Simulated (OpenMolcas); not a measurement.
What dynamic correlation does to the levels of Nb3+

```
Program             : OpenMolcas 26.06
Basis               : ANO-R1 [6s4p3d1f]
Scalar Hamiltonian  : X2C, finite nucleus
Active space        : 2 electrons in 5 orbitals (4d)
State averaging     : 2S+1 = 3 even, 10 roots; 2S+1 = 1 even, 15 roots
Spin-orbit coupling : state interaction with AMFI integrals over the reference wave functions, term energies averaged over their components
```

Methods on the same reference wave functions:
A. CASSCF
B. SS-CASPT2, IPEA 0.25 Eh, imaginary shift 0.1 Eh (closed shells correlated: 4s 4p)

Energies in cm-1 above 4d2 3F2.

```
  Level      A      B
4d2 3F2    0.0    0.0
4d2 3F3   1080   1109
4d2 3F4   2368   2390
4d2 1D2  10981   8430
4d2 3P0  12079  10350
4d2 3P1  12503  10790
4d2 3P2  13569  11740
4d2 1G4  16597  14860
4d2 1S0  39219  32570
```

From A to B the spin-free energies of the other terms of 4d2 shown, above 3F, scale by factors of 0.72 to 0.88, as is usual when dynamic correlation screens the repulsion within a d or f shell.

The lowest spin-free term lies below A's lowest term by 0.161 hartree in B.

CASPT2 does not keep the components of a term degenerate, so their means are used; among the terms shown or strongly mixed into the levels shown the widest spread is 510 cm-1 (4d2 3F, B). The basis is small and was not contracted for so high a charge. Without dynamic correlation excited terms often stand tens of per cent too high (terms of higher spin than the ground term too low), and those without a measured partner can miss by more than the paired ones (holds for A). Levels of configurations outside the active space are missing.
